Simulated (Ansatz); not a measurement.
The lowest singlet and triplet of S2 (SMILES S=S); geometries from B3LYP-D3(BJ)/def2-TZVP, each state relaxed from the structure named, with no frequency check, low spin by broken symmetry.
Singlet at the triplet's geometry (charge 0, multiplicity 1):
```
atom   x (Å)   y (Å)    z (Å)
----  ------  ------  -------
S     0.0000  0.0000  -0.9518
S     0.0000  0.0000   0.9518
```

```tsv
level	gap E(singlet) − E(triplet), vertical, at the triplet's geometry (kcal/mol)	cost
U-B3LYP/def2-TZVPP (spin-contaminated)	4.89	×4
U-PBE0/def2-TZVPP (spin-contaminated)	5.34	×4
R-BHLYP/def2-TZVPP	25.35	×1
R-B2PLYP/def2-TZVPP	21.64	×2
R-MP2/cc-pV(Q+d)Z	18.05	-
R-SCS-MP2/cc-pV(T+d)Z	15.18	-
R-CCSD/cc-pV(Q+d)Z	19.01	-
R-CCSD(T)/cc-pV(D+d)Z	18.53	×2
R-CCSD(T)/cc-pV(T+d)Z	17.80	×3
R-CCSD(T)/cc-pV(Q+d)Z	17.29	×10
R-CCSDT/cc-pV(D+d)Z	17.05	-
SC-NEVPT2 on SA-CASSCF(12,8)/cc-pV(D+d)Z	14.35	-
FIC-NEVPT4(SD) on SA-CASSCF(12,8)/cc-pV(T+d)Z	13.28	-
FIC-MRCISD+Q on SA-CASSCF(12,8)/cc-pV(Q+d)Z	12.61	-
```

The rows run from 4.89 (U-B3LYP/def2-TZVPP (spin-contaminated)) to 25.35 kcal/mol (R-BHLYP/def2-TZVPP). In cc-pV(Q+d)Z the value moves R-MP2 18.05, R-CCSD 19.01, R-CCSD(T) 17.29, a shift of -0.76 from R-MP2 to R-CCSD(T). From cc-pV(D+d)Z to cc-pV(Q+d)Z R-CCSD(T) changes by -1.24.

A positive gap puts the triplet lower; no zero-point energy. R- takes a restricted singlet, here one determinant of a half-filled degenerate or near-degenerate pair, which mixes singlet states. U- takes an unrestricted singlet (broken symmetry where lower, unprojected). The triplet is unrestricted in single-reference levels. Active spaces average the two states.

Correlated levels freeze the cores.

Doubts at one or more of the structures used: a restricted determinant that unrestricted orbitals would lower (R-BHLYP/def2-TZVPP, R-B2PLYP/def2-TZVPP, R-MP2/cc-pV(Q+d)Z, R-SCS-MP2/cc-pV(T+d)Z, R-CCSD/cc-pV(Q+d)Z, R-CCSD(T)/cc-pV(D+d)Z, R-CCSD(T)/cc-pV(T+d)Z, R-CCSD(T)/cc-pV(Q+d)Z, R-CCSDT/cc-pV(D+d)Z); other coupled-cluster roots lie near (R-CCSDT/cc-pV(D+d)Z).

The values were computed with Ansatz (a quantum-chemistry and plane-wave program) with Gaussian orbitals. Each number belongs to the level named beside it.

Costs are rough ratios of core time to R-PBE/def2-TZVPP (about 2.0 s over the structures, on one shared machine); a dash marks a level with no comparable run of its own.
